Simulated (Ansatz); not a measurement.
Born–Oppenheimer molecular dynamics of C₂H₅BCl₂O (11 atoms, charge 0, multiplicity 1). It starts at the highest image of a converged band. Of that band: The profile has 2 maxima (images 2, 6) with wells between them (image 3): this band takes more than one step, which may be the mechanism or a detour left from its start path. Neighbouring images differ by up to 2.9 eV, so the band resolves the path poorly. A vibrational analysis at the climbing image gives one clearly imaginary mode, 1487i cm⁻¹: a first-order saddle point.

Computed with RKS PBE0/def2-SVP (Ansatz).

```yaml
ensemble: NVE (velocity Verlet)
time_step: 0.5 fs
steps_asked: 200
starting_velocities_drawn_for: 100 K
seed: 6690
```

Frames 2.5 fs apart, positions in Å, forces in eV/Å.

Velocities at 35.0 fs (Å/ps):

```
C 9.83 -0.49 -12.81
B 9.89 7.45 0.00
C 1.06 0.39 4.88
O -3.08 4.85 3.87
Cl -2.11 -0.40 -0.55
Cl -0.49 -0.59 -1.37
H -97.27 -47.32 84.82
H -11.24 -51.05 -5.01
H -38.81 10.59 -46.41
H 41.20 -24.28 41.64
H 10.63 -8.71 25.59
```

```xyz
11
Properties=species:S:1:pos:R:3:forces:R:3 time_fs=35.0 energy_less_start_eV=-1.784 T=1633
C 0.630 -1.365 -0.856 -1.05 -2.44 0.44
B -0.457 -0.558 -0.020 1.27 0.49 -1.78
C -0.119 0.948 0.385 0.34 0.14 0.32
O -0.747 1.146 1.544 -0.23 0.70 0.95
Cl 1.718 1.211 0.557 -0.53 0.00 0.09
Cl -0.659 2.163 -0.846 -0.08 -0.41 -0.19
H 1.633 -1.357 -0.200 -1.63 0.33 -2.29
H 0.549 -1.457 -2.082 0.81 0.73 3.20
H 0.151 -2.361 -0.544 0.98 0.33 -0.70
H -1.498 -1.024 0.384 0.06 0.16 -0.11
H -0.643 2.064 1.841 0.06 -0.03 0.06
11
Properties=species:S:1:pos:R:3:forces:R:3 time_fs=37.5 energy_less_start_eV=-1.521 T=1405
C 0.649 -1.373 -0.887 -4.32 -1.90 1.11
B -0.428 -0.538 -0.025 0.99 -0.40 -1.72
C -0.115 0.950 0.398 0.27 0.73 0.36
O -0.755 1.159 1.556 -0.13 0.10 0.69
Cl 1.712 1.210 0.555 -0.47 -0.03 0.16
Cl -0.661 2.161 -0.849 -0.07 -0.45 -0.14
H 1.371 -1.464 -0.053 1.45 0.22 -1.36
H 0.554 -1.557 -2.009 1.59 1.20 1.13
H 0.081 -2.326 -0.675 0.47 -0.09 -0.04
H -1.394 -1.079 0.485 0.08 0.35 -0.15
H -0.613 2.046 1.906 0.16 0.27 -0.04
11
Properties=species:S:1:pos:R:3:forces:R:3 time_fs=40.0 energy_less_start_eV=-1.024 T=984
C 0.647 -1.389 -0.910 -4.97 0.06 5.15
B -0.395 -0.521 -0.040 0.63 -0.94 -1.24
C -0.111 0.956 0.413 0.15 1.08 0.26
O -0.764 1.173 1.569 0.14 0.22 0.58
Cl 1.706 1.209 0.554 -0.36 -0.01 0.25
Cl -0.662 2.159 -0.853 -0.07 -0.42 -0.08
H 1.184 -1.561 0.013 2.39 -0.18 -0.28
H 0.652 -1.591 -1.892 2.17 0.61 -4.45
H 0.036 -2.299 -0.809 -0.43 -0.77 0.47
H -1.284 -1.112 0.576 0.24 0.47 -0.32
H -0.575 2.040 1.967 0.10 -0.11 -0.35
11
Properties=species:S:1:pos:R:3:forces:R:3 time_fs=42.5 energy_less_start_eV=-1.676 T=1536
C 0.622 -1.407 -0.912 -3.43 -1.50 0.69
B -0.357 -0.509 -0.061 0.53 -0.72 -0.23
C -0.105 0.966 0.429 -0.06 0.98 -0.04
O -0.772 1.187 1.585 0.42 0.08 0.26
Cl 1.699 1.208 0.554 -0.20 0.07 0.36
Cl -0.664 2.155 -0.857 -0.08 -0.32 -0.02
H 1.130 -1.664 0.054 1.31 -0.02 -0.88
H 0.876 -1.578 -1.972 1.49 1.38 0.46
H -0.027 -2.311 -0.919 -0.14 -0.21 0.24
H -1.161 -1.119 0.648 0.11 0.38 -0.45
H -0.531 2.029 2.009 0.03 -0.13 -0.39
11
Properties=species:S:1:pos:R:3:forces:R:3 time_fs=45.0 energy_less_start_eV=-1.726 T=1583
C 0.580 -1.432 -0.909 0.32 -2.52 -2.63
B -0.317 -0.500 -0.083 0.37 0.09 1.00
C -0.100 0.982 0.445 -0.30 0.50 -0.51
O -0.778 1.202 1.602 0.60 -0.37 -0.31
Cl 1.691 1.207 0.554 0.01 0.18 0.49
Cl -0.665 2.152 -0.861 -0.09 -0.19 0.04
H 1.154 -1.768 0.042 0.04 0.36 -1.37
H 1.179 -1.491 -2.045 -1.30 1.07 3.79
H -0.097 -2.335 -1.015 0.59 0.50 -0.03
H -1.033 -1.104 0.694 -0.32 0.09 -0.37
H -0.484 2.014 2.030 0.07 0.29 -0.09
11
Properties=species:S:1:pos:R:3:forces:R:3 time_fs=47.5 energy_less_start_eV=-1.764 T=1615
C 0.539 -1.468 -0.918 3.15 -1.11 -2.88
B -0.275 -0.492 -0.100 0.07 0.53 1.86
C -0.096 0.999 0.458 -0.46 -0.08 -0.98
O -0.782 1.215 1.618 0.94 -0.16 -0.53
Cl 1.684 1.206 0.555 0.27 0.29 0.60
Cl -0.667 2.147 -0.865 -0.11 -0.06 0.10
H 1.183 -1.852 -0.046 -0.57 0.34 -0.77
H 1.409 -1.342 -1.909 -2.96 0.09 3.08
H -0.136 -2.334 -1.113 0.51 0.20 -0.27
H -0.924 -1.084 0.719 -0.73 -0.17 -0.15
H -0.435 2.011 2.044 -0.11 0.12 -0.05
11
Properties=species:S:1:pos:R:3:forces:R:3 time_fs=50.0 energy_less_start_eV=-1.953 T=1775
C 0.513 -1.510 -0.942 3.52 1.66 -1.63
B -0.233 -0.480 -0.107 -0.48 -0.13 2.39
C -0.095 1.017 0.466 -0.56 -0.52 -1.24
O -0.783 1.228 1.632 1.30 0.20 -0.63
Cl 1.677 1.206 0.557 0.55 0.38 0.66
Cl -0.669 2.143 -0.869 -0.13 0.04 0.13
H 1.183 -1.919 -0.175 -0.34 -0.41 0.92
H 1.471 -1.187 -1.598 -2.72 -0.58 0.27
H -0.145 -2.324 -1.227 0.08 -0.36 -0.67
H -0.858 -1.072 0.734 -0.88 -0.10 -0.09
H -0.392 2.016 2.054 -0.35 -0.18 -0.11
11
Properties=species:S:1:pos:R:3:forces:R:3 time_fs=52.5 energy_less_start_eV=-1.421 T=1321
C 0.503 -1.544 -0.972 0.16 1.66 1.13
B -0.193 -0.470 -0.100 -1.58 -1.44 2.77
C -0.096 1.032 0.468 -0.57 -0.75 -1.24
O -0.779 1.241 1.644 1.23 -0.10 -1.03
Cl 1.671 1.207 0.560 0.83 0.45 0.68
Cl -0.671 2.139 -0.872 -0.15 0.12 0.15
H 1.161 -2.012 -0.253 -0.46 -1.08 1.67
H 1.390 -1.057 -1.278 1.02 0.53 -3.33
H -0.145 -2.328 -1.380 0.47 0.28 -0.76
H -0.843 -1.065 0.743 -0.71 0.20 -0.14
H -0.368 2.013 2.059 -0.24 0.14 0.10
11
Properties=species:S:1:pos:R:3:forces:R:3 time_fs=55.0 energy_less_start_eV=-1.132 T=1072
C 0.496 -1.570 -0.998 1.22 1.31 2.22
B -0.162 -0.468 -0.079 -2.79 -2.30 2.53
C -0.100 1.043 0.465 -0.45 -0.76 -1.01
O -0.770 1.254 1.651 1.02 -0.35 -1.28
Cl 1.666 1.208 0.564 1.01 0.48 0.65
Cl -0.674 2.135 -0.875 -0.16 0.15 0.15
H 1.108 -2.159 -0.244 -1.27 -0.08 0.04
H 1.347 -0.906 -1.134 0.95 -0.30 -3.15
H -0.117 -2.313 -1.575 0.89 1.20 -0.25
H -0.869 -1.048 0.745 -0.33 0.32 -0.05
H -0.359 2.018 2.070 -0.10 0.34 0.16
11
Properties=species:S:1:pos:R:3:forces:R:3 time_fs=57.5 energy_less_start_eV=-1.257 T=1180
C 0.495 -1.589 -1.013 2.60 2.48 1.91
B -0.147 -0.478 -0.043 -3.11 -2.35 1.41
C -0.107 1.051 0.456 -0.20 -0.72 -0.63
O -0.757 1.266 1.654 0.96 -0.05 -1.08
Cl 1.663 1.210 0.569 1.08 0.50 0.58
Cl -0.677 2.131 -0.878 -0.18 0.16 0.11
H 0.984 -2.311 -0.230 -0.97 1.04 -1.17
H 1.356 -0.780 -1.175 -0.67 -2.45 -1.65
H -0.039 -2.232 -1.784 0.73 1.38 0.53
H -0.915 -1.012 0.743 -0.03 0.07 0.19
H -0.357 2.039 2.087 -0.21 -0.07 -0.20
11
Properties=species:S:1:pos:R:3:forces:R:3 time_fs=60.0 energy_less_start_eV=-1.598 T=1472
C 0.506 -1.596 -1.020 1.45 3.23 0.34
B -0.148 -0.501 0.000 -2.75 -1.61 0.06
C -0.114 1.055 0.444 0.14 -0.81 -0.21
O -0.741 1.278 1.653 0.60 -0.13 -0.99
Cl 1.662 1.213 0.576 1.04 0.48 0.46
Cl -0.680 2.128 -0.881 -0.19 0.14 0.06
H 0.807 -2.408 -0.278 0.20 0.84 -0.98
H 1.334 -0.789 -1.313 -0.43 -2.60 -0.02
H 0.080 -2.070 -1.962 0.01 0.87 1.23
H -0.964 -0.974 0.753 0.06 -0.34 0.41
H -0.366 2.059 2.094 -0.10 -0.08 -0.35
11
Properties=species:S:1:pos:R:3:forces:R:3 time_fs=62.5 energy_less_start_eV=-1.680 T=1542
C 0.524 -1.587 -1.024 -1.12 3.04 -0.30
B -0.165 -0.532 0.044 -1.94 -0.60 -1.05
C -0.121 1.055 0.430 0.41 -1.02 0.20
O -0.723 1.288 1.648 0.05 -0.59 -1.06
Cl 1.663 1.217 0.583 0.92 0.41 0.30
Cl -0.683 2.125 -0.884 -0.19 0.11 -0.02
H 0.640 -2.460 -0.383 1.04 -0.38 -0.26
H 1.296 -0.944 -1.457 1.75 -0.63 0.81
H 0.196 -1.859 -2.070 -1.23 -0.05 1.21
H -1.010 -0.955 0.786 0.15 -0.63 0.38
H -0.381 2.077 2.081 0.17 0.35 -0.22
```

Of the whole run (100 fs, mean temperature of the second half 1453 K): The conserved energy stayed within 0.5 meV per atom of its start (net change -0.14 meV per atom), so the integration is sound. The kinetic energy rose, since the run started high on the potential surface and went downhill. A run of 0.1 ps of so small a system gives no equilibrium averages. The orbitals stay closed-shell, which can raise the energy where a bond breaks towards radicals; this wasn't checked here.

Run time: 9 min on 2 threads of Intel(R) Xeon(R) Platinum 8488C (Sapphire Rapids), on a shared host, peak memory 0.31 GiB.
